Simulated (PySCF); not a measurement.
Unknown compound

An unknown has the formula C5H12NPSi. Its calculated NMR data are:

1H NMR (400 MHz, computed): δ 6.63 (m, 1H), 6.54 (m, 1H), 5.63 (m, 1H), 4.83 (m, 3H), 2.09 (m, 1H), 1.86 (m, 1H), 1.21 (m, 3H), 0.70 (m, 1H).

13C{1H} NMR (computed): δ 135.3 (CH2), 124.2 (CH), 25.8 (CH), 20.9 (CH2), 18.0 (CH3).

[PySCF 2.14.0 with density-fitted response routines: shielding tensors at KT3/pcSseg-1 (GIAO); geometry from PBE0-D3(BJ)/def2-SVP; averaged over atoms made equivalent by symmetry, fast rotation or ring inversion; isolated molecule; non-relativistic; one computed conformer]

Scale: TMS for 1H (31.32 ppm) and 13C (182.31 ppm) (reference shieldings calculated alike).

Question: Deduce the structure.

Answer: 
5 carbon signals for 5 carbons: no two carbons are equivalent. Carbon types of the structure: 2 × CH, 2 × CH2, 1 × CH3, leaving 3 H on heteroatoms. δC 135.3: terminal =CH2 carbon; as expected for a trigonal carbon in a double bond. δC 124.2: alkene CH; as expected for a trigonal carbon in a double bond. δC 25.8, 20.9: three-membered-ring carbon; carbons of three-membered rings are unusually shielded. δC 18.0: methyl carbon; aliphatic region, no heteroatom directly attached. δH 6.63, 6.54: hydrogen on a terminal =CH2 carbon; olefinic region. δH 5.63: hydrogen on an alkene CH; a vinylic proton, deshielded by the sp2 carbon and the C=C anisotropy. δH 2.09, 1.86, 0.70: hydrogen on a three-membered-ring carbon.

Structure: SMILES C=C[P@@]1(=N[SiH3])C[C@H]1C.

The shifts were computed for this structure.

Splittings by 31P in the carbon and heteronuclear signals aren't shown, as no couplings were computed. Shifts are as computed, not scaled to solution data. Of 1211 compounds with measured shifts, 218 miss one by over three times the rms of a fit or turn the order of signals round; such compounds aren't used in these exercises. No couplings were computed; multiplicities are counted from neighbouring protons, with m where these are inequivalent, close in shift, in a saturated or five-membered ring or joined by F or P, and br s for small geminal =CH2 splittings.
